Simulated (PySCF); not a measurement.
## Telling isomers of C$_{5}$H$_{3}$FO$_{2}$ apart by NMR

PySCF 2.14.0 with density-fitted response routines calculation with shieldings: GIAO PBE0/pcSseg-1 and structure optimised with GFN2-xTB; a single conformation, averaged over atoms made equivalent by symmetry, fast rotation or ring inversion, relativity neglected, in vacuum.

Chemical shifts δ = σref − σ; TMS for 1H (σref 31.72) and 13C (σref 186.93), all at this level. Splittings of carbon signals by F and P are missing where no couplings were computed. Where no couplings were computed, multiplicities follow the n + 1 count of equivalent neighbours, and m marks all less simple cases (inequivalent or close neighbours, rings, F or P nearby). Acid and N–H amide carbonyl carbons lie up to 10 ppm further downfield in solution (hydrogen bonding). Shifts are as computed. Against solution values, carbons near 30 ppm lie about +3 ppm off and those near 130 ppm about +5 ppm. Of 1211 compounds with measured shifts, 218 miss one by over three times the rms of a fit or turn the order of signals round; such compounds aren't used in these exercises. OH and NH positions are gas-phase values without hydrogen bonding to other molecules.

(1) Tabulate the signals of `O=C1C=CC(=O)C1F`, `O=C(O)C#C/C=C\F` and their relative energies.

(2) What is the quickest way to tell O=C1C=CC(=O)C1F from O=C(O)C#C/C=C\F?

Results:

(1) 
| SMILES | carbon types | δC | δH | E rel. (kcal/mol) |
| --- | --- | --- | --- | --- |
| O=C1C=CC(=O)C1F | 2×C 3×CH | 201.3, 154.5, 90.9 | 7.31 (m, 2H), 5.15 (m, 1H) | 0.0 |
| O=C(O)C#C/C=C\F | 3×C 2×CH | 171.5, 158.3, 96.0, 95.4, 86.1 | 7.11 (m, 1H), 6.37 (br s, 1H), 5.26 (m, 1H) | 25.0 |

Energies are electronic energies at PBE0/pcSseg-1 on these geometries, without zero-point or thermal terms, each for the one conformer computed, which needn't be the lowest.

(2) Count the carbon signals: 3 against 5. The first has a ketone carbonyl carbon (C) at 201.3 ppm, the second an alkyne carbon (C) at 95.4 ppm. Their most deshielded carbons lie at 201.3 and 171.5 ppm.
